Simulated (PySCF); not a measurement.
C₇H₁₂BN.
SMILES: `CC[BH2-][N+]1=CC=CC=C1`

Theory: TDDFT wB97X-D/def2-SVPD, vertical, gas phase, core orbitals frozen in the response (PySCF 2.14.0, density-fitted response routines). Isolated species at its PBE0-D3(BJ)/def2-SVP geometry (one conformer only). Torsions of this conformer, `[CH3:1][CH2:2][BH2-:3][n+:4]1[cH:5][cH:6][cH:7][cH:8][cH:9]1`: C1–C2–B3–N4 180°, C2–B3–N4–C5 88°.

| state | E (eV) | λ (nm) | ν̃ (cm⁻¹) | f | symmetry | main configurations (H = HOMO, L = LUMO) |
| --- | --- | --- | --- | --- | --- | --- |
| S1 | 4.80 | 258.2 | 38730 | 0.150 | A′ | H→L (96%) |
| S2 | 4.85 | 255.4 | 39150 | 0.0002 | – | H-1→L (96%) |
| S3 | 5.21 | 237.9 | 42040 | 0.0051 | A″ | H→L+1 (61%), H-2→L (30%) |
| S4 | 5.72 | 216.7 | 46150 | 0.028 | A′ | H-1→L+1 (97%) |
| S5 | 5.90 | 210.3 | 47550 | 0.094 | A″ | H-2→L (52%), H→L+1 (37%) |
| S6 | 6.30 | 196.9 | 50790 | 0.010 | A′ | H-4→L (63%), H-5→L (19%), H-7→L (14%) |
| S7 | 6.59 | 188.2 | 53130 | 0.045 | A′ | H-2→L+1 (59%), H-5→L (17%), H-6→L (14%) |
| S8 | 7.04 | 176.2 | 56740 | 0.0001 | – | H-3→L (74%), H-4→L+1 (12%) |
| S9 | 7.04 | 176.1 | 56790 | 0.0018 | – | H-4→L+1 (49%), H-5→L+1 (18%), H-7→L+1 (14%) |
| S10 | 7.34 | 169.0 | 59160 | 0.257 | A′ | H-5→L (28%), H→L+2 (26%), H-2→L+1 (17%) |

Triplets (Tamm–Dancoff): T1 3.99 eV, H→L (62%), H-5→L (12%), H-2→L+1 (12%); T2 4.43 eV, H-2→L (77%), H-1→L (12%); T3 4.71 eV, H-2→L+1 (72%), H→L (17%); T4 4.85 eV, H-1→L (84%), H-2→L (14%).

The lowest singlet comes at 258 nm (463 kJ/mol) in the ultraviolet; it is of moderate strength; its leading configuration is HOMO→LUMO (96%). The most intense listed level is S10 at 7.34 eV (169 nm, f = 0.257), 2.53 eV above S1. It is the last of those listed, so stronger ones may follow. S8/S9 lie within about 0.01 eV of each other. Löwdin shares by element: HOMO carbon 39% or more, boron 26%, hydrogen 5% or more (atoms not listed hold the other 31%); LUMO carbon 47% or more, nitrogen 21% (atoms not listed hold the other 31%). Weighted by f, the mean energy of these states is 6.29 eV. The listed states span 2.53 eV, and the widest gap between neighbours is 0.51 eV (S3 to S4). Of the 10 states listed, 6 reach f = 0.01 and 2 stay under 0.0005. The vertical ionisation energy (ΔSCF) is 8.89 eV, 1.55 eV above S10. Symmetry labels in Cs follow from the direction of the transition dipole and are given only for states with f of 0.002 or more. Singlets were solved by full linear response, triplets in the Tamm–Dancoff approximation.

The run took 13 min on one thread of an Intel Xeon at 2.50 GHz, shared host with 64 logical CPUs at a one-minute load of 63, and the process peaked at 1.4 GiB of memory.
